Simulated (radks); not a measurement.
Results of a calculation; reference values are marked as such.
Initial-state core-level shifts of the thallium ion Tl+ when its valence configuration changes from [Hg]. Code: a radial shooting solver on a logarithmic mesh with Libxc functionals. Model: scalar-relativistic Kohn-Sham, PBEsol, spin-polarised, spherical densities, point nucleus; open shells are filled with parallel spins first (spin-orbit coupling, left out, can overturn this in heavy ions). Shifts are changes of the shell-averaged eigenvalues in eV (positive: less bound).

| valence | 2s | 4s | 4p | 5s |
|---|---|---|---|---|
| [Xe] 4f12 5d10 6s2 6p2 | -43.184 | -41.299 | -39.907 | -20.554 |
| [Xe] 4f14 5d10 6s1 6p1 | -1.776 | -1.803 | -1.803 | -1.812 |
| [Xe] 4f14 5d10 6p2 | -3.573 | -3.621 | -3.620 | -3.628 |
| [Xe] 4f14 5d9.5 6s2 6p0.5 | -3.059 | -3.003 | -3.001 | -2.865 |
| [Xe] 4f13 5d9.5 6s2 6p1.5 | -24.315 | -23.444 | -22.765 | -13.098 |
| [Xe] 4f14 5d9 6s2 6p1 | -6.107 | -5.985 | -5.980 | -5.686 |
| [Xe] 4f14 5d10 6s1.5 6p0.5 | -0.936 | -0.948 | -0.947 | -0.951 |
| [Xe] 4f13 5d9.5 6s1 6p2.5 | -25.800 | -24.956 | -24.277 | -14.607 |
| [Xe] 4f14 5d8 6s2 6p2 | -12.211 | -11.926 | -11.915 | -11.235 |
